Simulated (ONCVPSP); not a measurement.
**copper: ONCV pseudisation with PBE, scalar-relativistic reference atom.**

| Item | Value |
| --- | --- |
| Element | copper |
| Generator | ONCVPSP 4.0.1 |
| Type | optimised norm-conserving Vanderbilt (ONCV) |
| Functional | PBE |
| Relativity | scalar-relativistic |
| Frozen core | [Ne] |
| Valence charge | 19 |
| Reference configuration | 3s2 3p6 3d10 4s1 |
| Partial waves | 3s+4s: rc 1.15 bohr, ncon 5, nbas 8, qcut 11.6 1/bohr, 2 projectors; 3p: rc 0.90 bohr, ncon 4, nbas 7, qcut 18 1/bohr, 2 projectors, debl 2.4 Ha; 3d: rc 0.75 bohr, ncon 4, nbas 7, qcut 12.3 1/bohr, 2 projectors, debl 0.6 Ha |
| Local potential | polynomial inside 0.70 bohr (lpopt 5, dvloc0 0 Ha) |
| Core correction | polynomial model core, fcfact 0.6 |

In the p channel the program set the typed energies aside and used -2.651, 0.250 Ha.

Calculated quality:

* Cutoffs needed: 301 Ha and 397 Ha (the cutoffs (Ha) at which the residual kinetic energy of the hardest occupied pseudo-wave falls to 1 and 0.1 mHa per electron)
* Ghost test: no bound ghost flagged; GHOST(+) flagged for d at 333.2 eV
* Configuration tests: 1 of 4 tests not solved or not reliable
* rms error of d²Exc/dni dnj: 1.52 mHa without and 1.35 mHa with the model core

Generation and tests took about 4.8 s on one core of a shared server CPU.
